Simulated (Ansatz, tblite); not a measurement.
Forces on GeCl3(OiPr) (C₃H₇Cl₃GeO) at its r2SCAN-D4/def2-SVP geometry. Charge 0, multiplicity 1.

The xTB rows come from tblite. B3LYP takes the VWN-RPA correlation.

GFN1-xTB (tblite), largest force 0.98 eV/Å:

```xyz
15
positions Å, forces eV/Å
Ge    0.749   -0.581    2.057    0.153   -0.112    0.432
Cl    0.614   -2.391    3.169    0.031    0.405   -0.248
Cl    2.804    0.015    1.961   -0.344   -0.154    0.004
Cl   -0.354    0.983    3.028    0.162   -0.300   -0.161
O     0.085   -0.910    0.476   -0.132    0.693   -0.261
C    -0.504    0.111   -0.365    0.097   -0.553    0.809
C    -1.153   -0.631   -1.517   -0.134   -0.096   -0.549
C     0.546    1.113   -0.814    0.287    0.295   -0.350
H    -1.284    0.634    0.221    0.089   -0.011   -0.184
H    -0.389   -1.170   -2.100   -0.226    0.166    0.199
H    -1.672    0.075   -2.182    0.153   -0.206    0.199
H    -1.882   -1.363   -1.141    0.244    0.249   -0.036
H     0.969    1.665    0.040   -0.200   -0.264   -0.211
H     1.369    0.598   -1.335   -0.277    0.158    0.172
H     0.103    1.852   -1.500    0.097   -0.271    0.186
```

GFN2-xTB (tblite), largest force 0.59 eV/Å:

```
Ge 0.204 -0.145 0.524
Cl -0.010 0.205 -0.224
Cl -0.128 -0.070 -0.047
Cl 0.026 -0.095 -0.089
O -0.133 0.377 -0.142
C -0.052 -0.130 0.373
C -0.178 -0.196 -0.530
C 0.297 0.348 -0.348
H 0.172 -0.089 -0.161
H -0.292 0.210 0.255
H 0.207 -0.260 0.278
H 0.299 0.281 -0.111
H -0.196 -0.271 -0.228
H -0.336 0.167 0.211
H 0.120 -0.332 0.239
```

B3LYP-D4/def2-TZVP (Ansatz), largest force 0.38 eV/Å:

```
Ge 0.027 0.006 0.057
Cl -0.007 -0.047 0.028
Cl 0.059 0.001 0.003
Cl -0.035 0.034 0.047
O -0.014 -0.034 -0.025
C -0.261 0.212 0.134
C -0.121 -0.161 -0.222
C 0.225 0.206 -0.089
H 0.259 -0.180 -0.208
H -0.229 0.156 0.150
H 0.144 -0.201 0.181
H 0.203 0.215 -0.119
H -0.124 -0.158 -0.281
H -0.244 0.166 0.149
H 0.118 -0.217 0.195
```
